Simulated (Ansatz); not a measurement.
Program: Ansatz. Geometries: PBE0-D4/def2-TZVP. ΔE: electronic, gas phase. CCSD(T)/CBS is the MP2 limit (def2-TZVPP, def2-QZVPP) plus CCSD(T) − MP2 in def2-TZVPP, frozen cores. This one scheme is used for every species. Functionals use def2-TZVPP. B3LYP here is the variant with VWN-RPA as its local correlation; programs differ in this. Each species was taken in one conformer, which may not be the lowest.

`C[Si](N)(F)Cl` → `CF` + `N[Si]Cl`  (silylene formation by 1,1-elimination)

(1) Is it downhill or uphill in electronic energy at CCSD(T)/CBS, and by how much? (Best estimate.)

(2) What do these levels give: LDA (SPW92), B3LYP, MP2/def2-SVP, HF/def2-TZVPP, MP2/def2-TZVPP, MP2/def2-QZVPP? (Best estimate.)

Largest T1 diagnostic among the species: 0.013.

Answers

(1) The calculation gave: Uphill: ΔE = +386.7 kJ/mol.

(2) Ansatz gave: LDA (SPW92) 390.1, B3LYP 350.3, MP2/def2-SVP 373.0, HF/def2-TZVPP 372.6, MP2/def2-TZVPP 401.6, MP2/def2-QZVPP 406.7 kJ/mol.

The D4 term adds +16.0 kJ/mol with B3LYP and +8.7 kJ/mol with PBE0; it sums over pairs of atoms, weighted by their polarisabilities, and B3LYP, whose exchange is more repulsive, gets the larger term. From BLYP to BHLYP (50 % exact exchange), in def2-TZVPP and without D4, ΔE moves by +52.5 kJ/mol.
